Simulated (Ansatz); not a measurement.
H₂ClO (SMILES [OH2+]Cl), charge +1, singlet, geometry from GFN2-xTB; CAM-B3LYP/6-311G** (Ansatz, an electronic-structure program).

The Ansatz input:
Ansatz 0.2 input:
```yaml
crystal:
  periodic: [false, false, false]
  atoms:
    - {symbol: O, position_ang: [-0.04953206, 1.10991468, -0.06643190]}
    - {symbol: H, position_ang: [-0.99333882, 1.37577953, 0.07064769]}
    - {symbol: Cl, position_ang: [0.05025526, -0.69019538, -0.01068915]}
    - {symbol: H, position_ang: [0.53525584, 1.47822452, 0.64252305]}
basis:
  gaussian:
    orbitals: 6-311G__.json
    fitting: {mean_field: cc-pVTZ-JKFIT}
hamiltonian:
  xc: cam_b3lyp
total_charge: 1
```
The basis file holds 6-311G** in the JSON format of the Basis Set Exchange.

It wrote (shortened):

```
Functional definition: CAM-B3LYP
260 factors; integrals over basis functions are off by at most 1.7e-1 eV
260 factors; integrals over basis functions are off by at most 1.8e-6 eV
mean field evaluation 1: about -14585.3673 eV, gradient 6.5e1 eV
mean field evaluation 2: about -14579.8170 eV, gradient 8.3e1 eV
mean field evaluation 4: about -14591.5142 eV, gradient 1.5e0 eV
mean field evaluation 8: about -14591.5178 eV, gradient 1.1e-2 eV
mean field -14591.51775220 eV, -536.2283869075 hartree, gradient 7.6e-5 eV, S^2 0.000000; 0 other end points of the search recorded, 0 dependent functions left out
reference -14591.51783390 eV, -536.2283899097 hartree; 13, 13 occupied and 44, 44 virtual orbitals, 260 factors
Total energy: -14591.51783390 eV, -536.2283899097 hartree
```
